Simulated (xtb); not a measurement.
H2Se, charge +1, doublet, geometry from GFN2-xTB (a state made from the parent by changing its charge; the spin is typed, not shown lowest).

Here is a job for xtb.
```
$ xtb mol.xyz --gfn 2 --chrg 1 --uhf 1 --etemp 1000 --json

# file mol.xyz
3

Se    -0.00212003     0.05554000    -0.00139670
H     -1.02654637    -0.98490244     0.01728965
H      1.09862725    -0.90345749     0.03019805
```

Give the total energy (a free energy at this electronic temperature) at the level xtb with GFN2-xTB.

-3.6540 Eh

Give the partial charges in atom order at the level GFN2-xTB.

Se1 0.58, H2 0.21, H3 0.21
